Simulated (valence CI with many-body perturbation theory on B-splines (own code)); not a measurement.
Level structure of Cl³⁺

Method: valence CI with perturbative core correlation (CI+MBPT): four valence electrons over a frozen Dirac-Fock core [Ne], a basis of 11 s, 11 p, 10 d, 8 f, 5 g, 2 h functions for each j, with the one-electron correlation potential Σ1 (screened to all orders), the two-electron term Σ2, the three-electron term Σ3, Breit, model QED; selected single and double excitations, second order for the rest, scaled by the run's own slope (own B-spline code, finite nucleus).

Against 24 measured levels this calculation errs by 115 cm⁻¹ on average and by 405 at most. These come from a selection out of Moore, Atomic Energy Levels, vol. I, NSRDS-NBS 35 (1971 reprint of NBS Circular 467, 1949), an old analysis. Levels without a partner in it may be off by more. Among the levels kept, up to 980 cm⁻¹ of a level comes from second order outside the variational space, and about a tenth of that is noise between levels of different J, which matters for small intervals.

Levels 46 to 90 of 172, with energies above the lowest level, 3s2.3p2 3P_0. "Leading %" is the weight of the configuration and term that name the level; weights of strongly mixed levels are sums over their largest components and can fall short. Lifetimes count E1, E2, E3, M1 and M2 decay at the calculated energies, and are blank where another channel may lead or the interval is too uncertain; long ones can be off by a factor of two.

```tsv
No.	Configuration	Term	J	E (cm⁻¹)	Leading %	Second component	Lifetime
46	3s2.3p.4p	1P	1	244741	89		862 ps
47	3s.3p2.3d	3F	2	246121	89	8 % 3s2.3d2 3F	13.7 ns
48	3s.3p2.3d	3F	3	246423	89	8 % 3s2.3d2 3F	14.6 ns
49	3s.3p2.3d	3F	4	246841	88	8 % 3s2.3d2 3F	16.0 ns
50	3s2.3p.4p	3D	1	247524	89		693 ps
51	3s2.3p.4p	3D	2	247979	92		686 ps
52	3s2.3p.4p	3D	3	248911	92		684 ps
53	3s2.3p.4p	3P	0	251363	91		597 ps
54	3s2.3p.4p	3P	1	251632	85	6 % 3s2.3p.4p 3S	597 ps
55	3s2.3p.4p	3P	2	252303	90		591 ps
56	3s2.3p.4p	3S	1	253319	87	6 % 3s2.3p.4p 3P	640 ps
57	3s2.3p.4p	1D	2	257381	92		876 ps
58	3s.3p2.3d	5P	3	257821	97		55.9 ps
59	3s.3p2.3d	5P	2	258166	97		55.7 ps
60	3s.3p2.3d	5P	1	258388	97		55.5 ps
61	3s2.3p.4p	1S	0	262259	44	23 % 3p4 1S	2.46 ns
62	3s2.3p.4p	1S	0	268403	47	26 % 3p4 1S	467 ps
63	3s.3p2.3d	3P	2	270293	60	29 % 3p4 3P	90.6 ps
64	3s.3p2.3d	3P	1	270984	60	29 % 3p4 3P	90.1 ps
65	3s.3p2.3d	3P	0	271378	58	29 % 3p4 3P	90.8 ps
66	3s.3p2.3d	3G	3	273637	92		1.46 ns
67	3s.3p2.3d	3G	4	273703	92		1.47 ns
68	3s.3p2.3d	3G	5	273786	92		1.48 ns
69	3s.3p2.3d	1G	4	278994	73	22 % 3s2.3d2 1G	23.5 ns
70	3s.3p2.3d	3D	1	281218	96		91.1 ps
71	3s.3p2.3d	3D	2	281308	96		89.6 ps
72	3s.3p2.3d	3D	3	281422	95		88.1 ps
73	3s.3p2.3d	1F	3	284740	90		352 ps
74	3s.3p2.3d	3F	2	291073	84	11 % 3s2.3d2 3F	58.2 ps
75	3s.3p2.3d	3F	3	291377	84	11 % 3s2.3d2 3F	57.3 ps
76	3s.3p2.3d	3F	4	291763	84	11 % 3s2.3d2 3F	56.2 ps
77	3s.3p2.3d	3D	1	294267	94		97.4 ps
78	3s.3p2.3d	3D	2	294392	94		100 ps
79	3s.3p2.3d	3D	3	294595	93		105 ps
80	3s2.3p.4d	1D°	2	294709	82	10 % 3s2.3p.4d 3F°	1.09 ns
81	3s2.3p.4d	3F°	2	295905	60	26 % 3s2.3p.4d 3D°	1.07 ns
82	3s2.3p.4d	3F°	3	296148	65	27 % 3s2.3p.4d 3D°	1.07 ns
83	3s.3p2.3d	3P	0	296391	64	18 % 3s2.3d2 3P	68.9 ps
84	3s2.3p.4d	3D°	1	296427	91		1.19 ns
85	3s.3p2.3d	3P	1	296499	64	18 % 3s2.3d2 3P	69.1 ps
86	3s.3p2.3d	3P	2	296715	64	18 % 3s2.3d2 3P	69.3 ps
87	3s2.3p.4d	3D°	2	296887	63	23 % 3s2.3p.4d 3F°	1.14 ns
88	3s2.3p.4d	3F°	4	297165	93		1.02 ns
89	3s2.3p.4d	3D°	3	297232	66	27 % 3s2.3p.4d 3F°	1.14 ns
90	3s.3p2.3d	1P	1	298244	94		84.0 ps
```

Names give the largest LS component (configuration and term), which can be under half, so a name can repeat, a term be missing and a line seem to break the LS rules; names also repeat where a configuration has a term twice.

Where two levels of one J and parity lie close, their mixing, g and order are uncertain.
